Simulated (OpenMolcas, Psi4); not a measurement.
## InH2OF (SMILES [OH][InH][F]): the vertical energy of the triplet above the singlet, rung by rung

The species is InH2OF (5 atoms), meant as a singlet with charge 0. SMILES: `[OH][InH][F]`. The shape is that of a PBE0-D4/def2-TZVP optimisation. This is a higher conformer, about 10 kJ/mol above the lowest found by a separate search.

Each level gives the vertical energy of the triplet above the singlet (eV). The values are calculated.

```csv
level,kind,program,value (eV),CPU time (all runs)
SVWN5/def2-SVP (core potential),LDA,Psi4,4.92,45 s
BLYP/def2-SVP (core potential),GGA,Psi4,4.77,65 s
revPBE/def2-SVP (core potential),GGA,OpenMolcas,4.87,53 s
r2SCAN/def2-SVP (core potential),meta-GGA,OpenMolcas,5.43,1.9 min
M06-2X/def2-SVP (core potential),hybrid meta-GGA,Psi4,5.84,2.1 min
wB97M-V/def2-SVP (core potential),range-separated hybrid,Psi4,5.78,6 min
"B2PLYP/def2-SVP (core potential, density fitting for correlation)",double hybrid,Psi4,5.66,59 s
MP2/def2-SVP (core potential),perturbation theory,Psi4,6.46,14 s
CCSD/def2-SVP (core potential),coupled cluster or CI,Psi4,5.97,2.8 min
```

Spin-orbit coupling, which can split open shells on such heavy atoms by tenths of an eV, is left out. The values span 4.77 to 6.46 eV. A triplet this far above the singlet is often a Rydberg-like or dissociative state; sets without diffuse functions put Rydberg states too high. In the correlated wave-function rows the outer d shell of In is correlated, in sets not made for it. CPU times are rough (shared hosts, several kinds of processor): they show what a rung costs within a factor of a few.
